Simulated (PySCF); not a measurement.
## Correlation energy of Zr (zirconium, neutral)

[Kr] 4d4, high-spin 5D determinant (an excited configuration). All numbers are calculated (PySCF 2.14, the spin-free X2C one-electron Hamiltonian (Gaussian nucleus), in ANO-RCC-VDZP (6s5p3d1f, 43 functions)). Frozen: [Ar] 3d10; 12 electrons correlated.

MP2 pair energies summed by pair of shells (mhartree):

```json
{"pair": "4p-4d", "energy": "-87.32", "share (%)": "38.2"}
{"pair": "4p-4p", "energy": "-80.31", "share (%)": "35.1"}
{"pair": "4d-4d", "energy": "-28.96", "share (%)": "12.7"}
{"pair": "4s-4p", "energy": "-21.77", "share (%)": "9.5"}
{"pair": "4s-4d", "energy": "-6.61", "share (%)": "2.9"}
{"pair": "4s-4s", "energy": "-3.81", "share (%)": "1.7"}
```

Total MP2 correlation energy: -228.78 mhartree.

Same-spin part -86.07 and opposite-spin part -142.71 mhartree; SCS-MP2 scales them by 1/3 and 6/5 to -199.94 mhartree.
